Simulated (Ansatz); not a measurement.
GaH3 (SMILES [GaH3]), charge 0, multiplicity 1, relaxed at each level with Ansatz (a first-principles code); harmonic frequencies from differences of analytic forces, average atomic masses, frozen cores.

Question: Give the equilibrium geometry, the harmonic frequencies and the zero-point energy at B3LYP/def2-TZVPP.

Answer: 
(charge 0, multiplicity 1):
| atom | x (Å) | y (Å) | z (Å) |
|---|---|---|---|
| Ga | 0.0000 | 0.0000 | 0.0000 |
| H | 1.5638 | -0.1089 | -0.0205 |
| H | -0.8762 | -1.3000 | 0.0061 |
| H | -0.6876 | 1.4088 | 0.0144 |
Frequencies (cm⁻¹): 723, 756, 756, 1950, 1952, 1952. Zero-point energy 11.57 kcal/mol.

Question: Give the equilibrium geometry, the harmonic frequencies and the zero-point energy at CCSD(T)/cc-pVTZ.

Answer: 
(charge 0, multiplicity 1):
```xyz
4

Ga     0.0000     0.0000     0.0000
H      1.5822    -0.1101    -0.0207
H     -0.8866    -1.3153     0.0062
H     -0.6957     1.4254     0.0146
```
Frequencies (cm⁻¹): 709, 758, 758, 1947, 1947, 1951. Zero-point energy 11.54 kcal/mol.
